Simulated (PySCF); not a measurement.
**Working with the constants of HgB**

ROHF-CCSD(T) constants of HgB, ²Π (doublet), unpaired electrons π ↑ (Hg cc-pVDZ-PP with ECP60, B cc-pVDZ; scalar-relativistic core potentials (PySCF 2.14); masses 201.9706 and 11.0093 u):

```
ωe           : 120.7 cm⁻¹
ωexe         : 25.2 cm⁻¹
Be           : 0.25975 cm⁻¹
αe           : 0.0272 cm⁻¹
De to Hg + B : 0.063 eV
```

(1) What force constant and bond length do these constants imply?

(2) Estimate the centrifugal constant D from the Kratzer relation and find the Dunham coefficient a1.

Correlated steps freeze 1 core orbital. The bond is weak. Basis-set superposition, not corrected here, can be much of De in a small basis, most of all at correlated wavefunction levels. Spin–orbit coupling is left out, which matters for elements this heavy, above all for dissociation energies. The state was picked by a PBE0 search and need not be the measured ground state.

Results:

(1) Reduced mass μred = 10.440 u; k = 5.8918×10⁻⁷·μred·ωe² (u, cm⁻¹, mdyn/Å) = 0.0896 mdyn/Å; Re = √(16.8576/(μred·Be)) (u, cm⁻¹, Å) = 2.493 Å.

(2) D = 4Be³/ωe² = 4.81e-06 cm⁻¹; a1 = −1 − αeωe/(6Be²) = -9.11.
